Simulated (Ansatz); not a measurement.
Reaction (substitution at a C–Si bond): `CC1([SiH3])C[SiH2]1` + HCl → `CC1(Cl)C[SiH2]1` + SiH₄

Computed with Ansatz on PBE0-D4/def2-TZVP structures; ΔE is electronic, products minus reactants. CCSD(T)/CBS is the MP2 limit (def2-TZVPP, def2-QZVPP) plus CCSD(T) − MP2 in def2-TZVPP, frozen cores. This one scheme is used for every species.

```json
{"species": "`CC1([SiH3])C[SiH2]1`", "HF/CBS(def2) energy (Eh)": "-697.33290"}
{"species": "HCl", "HF/CBS(def2) energy (Eh)": "-460.11403"}
{"species": "`CC1(Cl)C[SiH2]1`", "HF/CBS(def2) energy (Eh)": "-866.15743"}
{"species": "SiH₄", "HF/CBS(def2) energy (Eh)": "-291.26912"}
```

Question: Work out ΔE.

Answer: ΔE = (-866.15743) + (-291.26912) − (-697.33290) − (-460.11403) = 0.02038 Eh = +0.55 eV. CCSD(T)/CBS gives +0.67 eV.

Largest T1 diagnostic among the species: 0.011.

From PBE to PBE0 (25 % exact exchange), in def2-TZVPP and without D4, ΔE moves by +0.05 eV. In def2-TZVPP, CCSD(T) changes the Hartree–Fock value by +0.13 eV (the triples alone add +0.00 eV) and MP2 by +0.16 eV.
